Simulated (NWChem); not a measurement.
CBr2F2; SMILES FC(F)(Br)Br

Computed with NWChem. Medium grid unless said otherwise, to which SCAN and Minnesota functionals are sensitive. Geometry: optimised at PBE0/def2-SVP. Computed dipoles belong to the equilibrium geometry; the measured one is vibrationally averaged.

Measured dipole moment: 0.66 D (NIST CCCBDB, as tabulated in the package chemicals).

| level | dipole moment (D) | computed − measured | relative time (rough) |
|---|---|---|---|
| LDA (Slater exchange, VWN5)/def2-TZVPD | 0.35 | -0.31 | 1 |
| PBE/def2-TZVPD | 0.29 | -0.37 | 1 |
| BLYP/def2-TZVPD | 0.36 | -0.30 | 1 |
| TPSS/def2-TZVPD | 0.29 | -0.37 | 1 |
| r2SCAN/def2-TZVPD | 0.28 | -0.38 | 1 |
| B3LYP/def2-TZVPD | 0.45 | -0.21 | 1 |
| PBE0/def2-TZVPD | 0.41 | -0.25 | 1 |
| M06-2X/def2-TZVPD | 0.50 | -0.16 | 1 |
| CAM-B3LYP/def2-TZVPD | 0.51 | -0.15 | 20 |
| Hartree-Fock/def2-TZVPD | 0.61 | -0.05 | 1 |
